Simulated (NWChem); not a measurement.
Species: CsI; SMILES [I][Cs]

All runs: NWChem. The geometry was optimised at PBE0/def2-SVP. def2 effective core potentials on I, Cs; no spin-orbit coupling. Level M06-2X/def2-SVP: energy and gradient on several grids; changes count from the extra-fine grid, which is no exact limit either.

| grid | size of the energy change (μHa) | largest change of a gradient component (μHa/bohr) |
|---|---|---|
| xcoarse | < 10 | 70 |
| coarse | < 10 | 90 |
| medium | < 10 | < 30 |
| fine | < 10 | < 30 |
| xfine | < 10 | < 30 |
